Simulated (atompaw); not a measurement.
**Before and after: PAW (atompaw) potential for barium (Ba)**

```json
{
  "Element": "barium",
  "Generator": "atompaw 4.2.0.5",
  "Type": "PAW",
  "Functional": "LDA (PW92)",
  "Relativity": "scalar-relativistic",
  "Frozen core": "[Kr] 4d10",
  "Valence charge": "10",
  "Reference configuration": "5s2 5p6 5d0 6s2 6p0",
  "Partial waves": "5s (bound): rc 2.50 bohr; 6s (bound): rc 3.00 bohr; 5p (bound): rc 2.95 bohr; 6p (bound, empty): rc 3.00 bohr; 5d (bound, empty): rc 3.00 bohr; 5d channel at 4.1 Ry: rc 3.00 bohr",
  "Local potential": "bessel scheme, radius 2.35 bohr",
  "Core correction": "smooth core density matched at 2.25 bohr",
  "Augmentation charge": "sinc compensation charge, radius 2.80 bohr; PAW radius 3.00 bohr; waves and projectors: custom polynom gramschmidtortho"
}
```

Change: all radii scaled by about 0.86 (s 2.16, p 2.54, d 2.58 bohr); local potential bessel scheme, radius 2.02 bohr; augmentation sinc compensation charge, radius 2.42 bohr; PAW radius 2.58 bohr; waves and projectors: custom polynom gramschmidtortho; core correction smooth core density matched at 1.94 bohr.

Cutoffs: the cutoffs (Ry, on a coarse ladder) from which the occupation-weighted sum of valence levels, in a spherical-Bessel basis at the reference potential, stays within 10 and 1 mRy of its value at 400 Ry; they do not see the model core or the augmentation charge, which bear on the density cutoff.

**Question.** What does the change do?

**Answer.** The potential gets harder (8 Ry and 15 Ry → 10 Ry and 18 Ry); neither file shows a bound ghost. A smaller radius makes the pseudo-wave follow the all-electron one further in, where it bends more sharply, so more plane waves are needed.

| quantity | base | changed |
| --- | --- | --- |
| cutoff, loose | 8 Ry | 10 Ry |
| cutoff, tight | 15 Ry | 18 Ry |
| bound ghosts | none | none |
| lowest overlap eigenvalue by channel | s 0.45, p 0.89, d 0.87 | s 0.37, p 0.88, d 0.95 |

 The cutoffs see the waves, projectors and local potential, not the compensation charge or the core.
